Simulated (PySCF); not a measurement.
# Spin-rotation constants: `[C@@H]1(Cl)[C@H](F)CCC(=O)C1`, C$_{6}$H$_{8}$ClFO

Molfile (atoms numbered from 1):
```
C6H8ClFO
     RDKit          3D

 17 17  0  0  0  0  0  0  0  0999 V2000
   -1.8766   -1.9679   -0.2792 O   0  0  0  0  0  0  0  0  0  0  0  0
   -1.1356   -1.0867    0.0636 C   0  0  0  0  0  0  0  0  0  0  0  0
   -1.5080    0.3770    0.0314 C   0  0  0  0  0  0  0  0  0  0  0  0
   -0.4446    1.2181   -0.6790 C   0  0  0  0  0  0  0  0  0  0  0  0
    0.9330    0.9761   -0.0670 C   0  0  1  0  0  0  0  0  0  0  0  0
    0.9066    1.3760    1.2522 F   0  0  0  0  0  0  0  0  0  0  0  0
    1.2850   -0.5059   -0.1507 C   0  0  1  0  0  0  0  0  0  0  0  0
    2.9246   -0.7902    0.5240 Cl  0  0  0  0  0  0  0  0  0  0  0  0
    0.2615   -1.3492    0.5972 C   0  0  0  0  0  0  0  0  0  0  0  0
   -1.5935    0.7176    1.0665 H   0  0  0  0  0  0  0  0  0  0  0  0
   -2.4775    0.4953   -0.4535 H   0  0  0  0  0  0  0  0  0  0  0  0
   -0.4073    0.9691   -1.7399 H   0  0  0  0  0  0  0  0  0  0  0  0
   -0.6938    2.2756   -0.5819 H   0  0  0  0  0  0  0  0  0  0  0  0
    1.7029    1.5878   -0.5534 H   0  0  0  0  0  0  0  0  0  0  0  0
    1.3391   -0.7985   -1.2021 H   0  0  0  0  0  0  0  0  0  0  0  0
    0.4967   -2.4102    0.5075 H   0  0  0  0  0  0  0  0  0  0  0  0
    0.2807   -1.0719    1.6545 H   0  0  0  0  0  0  0  0  0  0  0  0
  1  2  2  0
  2  3  1  0
  3  4  1  0
  4  5  1  0
  5  6  1  0
  5  7  1  0
  7  8  1  0
  7  9  1  0
  9  2  1  0
  3 10  1  0
  3 11  1  0
  4 12  1  0
  4 13  1  0
  5 14  1  6
  7 15  1  6
  9 16  1  0
  9 17  1  0
M  END
```

Computed, not measured: GIAO PBE/pcSseg-1 magnetisability, rotational g tensor and spin-rotation constants, non-relativistic, gas phase in PySCF 2.14.0. Geometry: GFN2-xTB.

**Question.** Give the nuclear spin-rotation constants along the inertial axes (H = +C I·J) beside the isotropic shieldings.

**Answer.** Rotational constants 2.1195, 1.0704, 0.8046 GHz. A star marks the isotopologue with that one atom substituted, in its own axes.
| atom | isotope | Caa (kHz) | Cbb (kHz) | Ccc (kHz) | mean (kHz) | σ (ppm) |
| --- | --- | --- | --- | --- | --- | --- |
| F6 | 19F | 0.989 | 0.411 | 0.516 | 0.639 | 384.8 |
| Cl8 | 35Cl | 0.142 | 0.335 | 0.299 | 0.259 | 723.8 |
| H10 | 1H | -0.256 | -0.085 | 0.017 | -0.108 | 28.8 |
| H11 | 1H | 0.055 | -0.112 | -0.089 | -0.049 | 29.6 |
| H12 | 1H | -0.244 | -0.114 | 0.017 | -0.114 | 30.0 |
| H13 | 1H | -0.231 | 0.044 | -0.093 | -0.093 | 29.1 |
| H14 | 1H | -0.044 | -0.051 | -0.054 | -0.050 | 26.5 |
| H15 | 1H | -0.239 | -0.093 | 0.031 | -0.100 | 27.6 |
| H16 | 1H | -0.235 | 0.055 | -0.097 | -0.092 | 29.0 |
| H17 | 1H | -0.203 | -0.126 | 0.034 | -0.099 | 28.3 |
| O1 | 17O* | -1.820 | -0.897 | -0.090 | -0.936 | -342.8 |
| C2 | 13C* | 1.128 | 0.560 | 0.200 | 0.629 | -24.8 |
| C3 | 13C* | 0.416 | 0.162 | 0.154 | 0.244 | 143.5 |
| C4 | 13C* | 0.329 | 0.201 | 0.141 | 0.224 | 147.8 |
| C5 | 13C* | 0.625 | 0.312 | 0.169 | 0.369 | 86.2 |
| C7 | 13C* | 0.452 | 0.229 | 0.201 | 0.294 | 113.0 |
| C9 | 13C* | 0.337 | 0.233 | 0.183 | 0.251 | 130.0 |

For the geometry as given, no vibrational averaging.
